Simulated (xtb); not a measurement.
SbFCl2, SMILES [Sb]([F])([Cl])[Cl]. All values are semi-empirical tight-binding results from xtb (GFN2-xTB unless named), good for trends rather than for accurate numbers. The structure is a stationary point at GFN2-xTB.

Optimised geometry:

```xyz
4

Sb    -0.4012     0.4351     0.0000
F      1.4022     1.3293     0.0000
Cl     0.2306    -1.0045    -1.7298
Cl     0.2306    -1.0045     1.7298
```
Charge 0, spin multiplicity 1.

For metal compounds this method's bond lengths and energies can be far off.

Computed properties:
- point group as xtb finds it = Cs
- orbital gap = 4.41 eV
- zero-point energy = 2.0 kcal/mol
- G − E(el) at 298.15 K (modified RRHO) = -18.4 kcal/mol

Computed atomic charges and the Wiberg bond orders between heavy atoms:
charges (e) Sb1 0.51, F2 -0.30, Cl3 -0.11, Cl4 -0.11. Bond orders Sb1–F2 1.08, Sb1–Cl3 1.27, Sb1–Cl4 1.27.
